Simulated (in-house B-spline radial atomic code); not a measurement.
Values are calculated unless marked as measured or tabulated.
**Building a PAW p channel for As, r_c = 2.22 bohr**

As, [Ar] 3d10 4s2 4p3, non-relativistic PBE, spherical and spin-unpolarised, from an all-electron radial atomic-structure program (B-spline basis) (atomic units; all potentials screened as in the neutral atom).

Two all-electron partial waves φ1, φ2 are integrated outwards at E1 = ε(4p) = -0.192249 and E2 = E1 + 2 hartree; φ1 is the bound orbital and φ2 has unit norm inside r_c = 2.2187 bohr. Smooth partners are polynomials, r^2(a0 + a1 r² + a2 r⁴ + a3 r⁶), matched to φ and three derivatives at r_c, with no condition on the norm. The local potential is -4.22656 + (1.9237) r² + (-0.382942) r⁴ + (0.0287167) r⁶ inside 1.8165 bohr and the all-electron one outside.

| wave | φ(r_c) | φ'(r_c) | a0 | a1 | a2 | a3 |
| --- | --- | --- | --- | --- | --- | --- |
| 1 | 0.6577888 | -0.09460701 | 0.4748973 | -0.121001 | 0.01330525 | -0.0005704311 |
| 2 | 0.7607575 | 2.150828 | -1.797096 | 0.8764014 | -0.1280819 | 0.006213133 |

Inside r_c the overlaps are <φi φj> = [[0.43628, -0.37169], [-0.37169, 1.00000]] and, for the smooth waves, [[0.45802, -0.40868], [-0.40868, 1.07969]]. With χj = (Ej − T − V_local) applied to smooth wave j, the program's quadrature gives the matrix B_ij = <smooth i, χj> as [[0.15510, -0.45432], [-0.38034, 1.38274]].

Check the match of the first wave, and find the augmentation charges q_ij.

At r_c the four terms are 2.33774, -2.93213, 1.58714, -0.33496, which sum to 0.6578, φ1(r_c) to rounding. q_ij is the all-electron overlap less the smooth one: [[-0.02174, 0.03699], [0.03699, -0.07969]]. The smooth first wave has a norm of 0.4580 inside r_c against 0.4363, so q11 is negative and must stay small enough for the overlap operator to be positive.

B isn't symmetric. Show that D_ij = B_ij + Ej q_ij is.

Integrating by parts gives B12 − B21 = (E1 − E2) q12: -0.45432 − (-0.38034) = -0.07398, and −2 × (0.03699) = -0.07398. So D12 = -0.45432 + (1.807751)(0.03699) = -0.38745 and D21 = -0.38034 + (-0.192249)(0.03699) = -0.38745; D11 = 0.15928, D22 = 1.23868. The projectors, p = (B⁻¹)ᵀ χ, are dual to the smooth waves; det B = 0.042.

Solving (T + V_local + Σ p D p) ψ = E (1 + Σ p q p) ψ in a sphere of 9 bohr, whose wall lifts the free-atom level a little, gives these levels:

```json
{"all-electron": "-0.192045", "one projector": "-0.192045", "two projectors": "-0.192045"}
{"all-electron": "0.098819", "one projector": "0.098594", "two projectors": "0.098804"}
{"all-electron": "0.423175", "one projector": "0.421274", "two projectors": "0.423095"}
{"all-electron": "0.899484", "one projector": "0.890544", "two projectors": "0.899334"}
{"all-electron": "1.520960", "one projector": "1.490400", "two projectors": "1.520910"}
```

What does the second projector gain?

With one projector the errors are 0.00, -0.23, -1.90, -8.94, -30.56 millihartree. With two the errors are 0.00, -0.02, -0.08, -0.15, -0.05 millihartree. The scattering is exact at E1 and at E2 = 1.808, and over all levels compared the largest error is 0.15 millihartree. The lowest eigenvalue of the overlap operator is 0.8542 with one and 0.9157 with two projectors. The smooth orbital alone needs a cutoff of 3.7 hartree for 1 millihartree of kinetic energy, against 7.07 for a norm-conserving Troullier-Martins orbital of the same radius; part of the gain comes from giving up the norm, part from the simpler form.
